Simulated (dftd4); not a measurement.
C$_{2}$H$_{4}$NO (SMILES [CH2]C(N)=O), doublet, at a GFN2-xTB geometry; D4 for bp86 in dftd4.

The dftd4 input:
```
$ dftd4 mol.xyz --func bp86 --charge 0 --json dftd4.json --noedisp --property

# file mol.xyz
8

O      0.26454729     1.29773969     0.28038356
C     -0.00493724     0.12821280     0.02873673
N      0.98714613    -0.78717018    -0.20832170
C     -1.33891368    -0.38189073    -0.04047884
H      0.79601498    -1.74930651    -0.41636310
H     -1.54281494    -1.41283947    -0.26342944
H     -2.15856718     0.28838609     0.13621077
H      1.94207144    -0.47589881    -0.17078220
```

What the program printed (banner, timings and long lists left out):

```
                    ____  _____ _____     ____  _  _
      -------------|  _ \|  ___|_   _|---|  _ \| || |------------
     |             | | | | |_    | | ___ | | | | || |_           |
     |             | |_| |  _|   | ||___|| |_| |__   _|          |
     |             |____/|_|     |_|     |____/   |_|            |
     |             ===================================           |
     |            E. Caldeweyher, S. Ehlert & S. Grimme          |
     |          Mulliken Center for Theoretical Chemistry        |
     |                    University of Bonn                     |
      -----------------------------------------------------------

Rational (Becke-Johnson) damping: bp86-D4-ATM
---------------------
  s6         1.0000
  s8         3.3550
  s9         1.0000
  a1         0.4365
  a2         4.9241
 alp        16.0000
--------------------

Atomic data, radii in Ångström:
------------------------------------------------------
   Z          R(cov)      r4/r2   hardness         EN
------------------------------------------------------
   8 O        0.8400     1.3725     0.5869     3.4400
   6 C        1.0000     1.6431     0.4220     2.5500
   7 N        0.9467     1.4350     0.5044     3.0400
   1 H        0.4267     1.0622     0.4726     2.2000
------------------------------------------------------

Atomic reference systems (in atomic units):
----------------------------------------------------------------------------
   Z        #      CN     q+Z       C6(AA)   #      CN     q+Z       C6(AA)
----------------------------------------------------------------------------
   8 O      1  0.0000  8.0000      15.5711   2  0.8042  7.6453      20.8489
            3  1.6112  7.4012      24.8631   4  0.9798  8.0000      14.9880
   6 C      1  0.0000  6.0000      49.3833   2  0.9189  5.8288      52.1688
            3  1.9079  5.8579      35.6972   4  2.8312  5.7775      35.8445
            5  3.7487  5.7435      28.6317   6  2.9183  5.8956      32.2504
            7  0.8556  6.2103      25.6194
   7 N      1  0.0000  7.0000      25.3714   2  0.8583  6.6470      32.5496
            3  1.8399  6.6987      28.5877   4  2.5804  6.1757      42.3910
            5  0.9809  7.0000      18.1534
   1 H      1  0.0000  1.0000       7.6362   2  0.8942  1.0000       3.0374
----------------------------------------------------------------------------

Atomic properties (in atomic units):
----------------------------------------------------------------------------
     #    Z              CN          q      C6(AA)        C8(AA)   alpha(0)
----------------------------------------------------------------------------
     1    8 O        0.8593    -0.3557     20.7461      418.6673     6.1117
     2    6 C        2.7448     0.3004     23.1477      669.4729     7.8525
     3    7 N        2.6430    -0.6369     35.4482      782.0156     8.9138
     4    6 C        2.8436    -0.1462     33.4813      968.3382     9.4528
     5    1 H        0.8606     0.2716      0.8041        9.7202     1.4047
     6    1 H        0.9262     0.1272      1.5565       18.8156     1.9510
     7    1 H        0.9262     0.1422      1.4455       17.4741     1.8801
     8    1 H        0.8604     0.2974      0.7210        8.7153     1.3301
----------------------------------------------------------------------------

Molecular properties (in atomic units):
----------------------------------------
 molecular C6                 636.9965
 molecular C8               14333.4262
----------------------------------------

Dispersion energy:      -5.3554151386525E-03 Eh

[Info] JSON dump of results written to 'dftd4.json'
```
